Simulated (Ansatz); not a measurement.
Stepwise reaction of `O[Si](O)(O)F` with hydrogen fluoride, as a gas-phase model of exchange steps in deposition or etching. ΔE in kJ/mol; ΔG adds harmonic PBE0-D4 terms to CCSD(T)/CBS, at 1 bar.

Gas-phase electronic energies from Ansatz, PBE0-D4/def2-TZVP geometries. CCSD(T)/CBS adds triple-zeta CCSD(T) − MP2 to the extrapolated MP2 energy (def2 sets, frozen cores). This one scheme is used for every species. Functionals use def2-TZVPP. B3LYP here is the variant with VWN-RPA as its local correlation; programs differ in this. One conformer a species, not always the lowest.

```tsv
step	reaction	PBE-D4	B3LYP-D4	ωB97M-V	CCSD(T)/CBS	ΔG(500 K)
1	`O[Si](O)(O)F` + H–F → `O[Si](O)(F)F` + H₂O	-36.5	-38.2	-38.2	-38.6	-40.9
3	`O[Si](F)(F)F` + H–F → `F[Si](F)(F)F` + H₂O	-30.0	-31.4	-31.5	-32.7	-21.6
```

Problem. Give the row of step 2, `O[Si](O)(F)F` + H–F → `O[Si](F)(F)F` + H₂O. (Estimate.)

Solution. Computed: 
| step | reaction | PBE-D4 | B3LYP-D4 | ωB97M-V | CCSD(T)/CBS | ΔG(500 K) |
| --- | --- | --- | --- | --- | --- | --- |
| 2 | `O[Si](O)(F)F` + H–F → `O[Si](F)(F)F` + H₂O | -33.9 | -35.8 | -35.7 | -36.6 | -39.9 |

Problem. By hand: ΔE of the 3 steps together at CCSD(T)/CBS.

Solution. (-38.6) + (-36.6) + (-32.7) = -107.9 kJ/mol, or -36.0 kJ/mol a step.

In ΔE step 1 is the lowest and step 3 the highest. All are downhill at CCSD(T)/CBS. ΔG lies between -40.9 and -21.6 kJ/mol a step. PBE-D4 differs from CCSD(T)/CBS by 2.1 to 2.7 kJ/mol a step. Isolated molecules leave out the surface, adducts and barriers. Largest T1 diagnostic: 0.011.
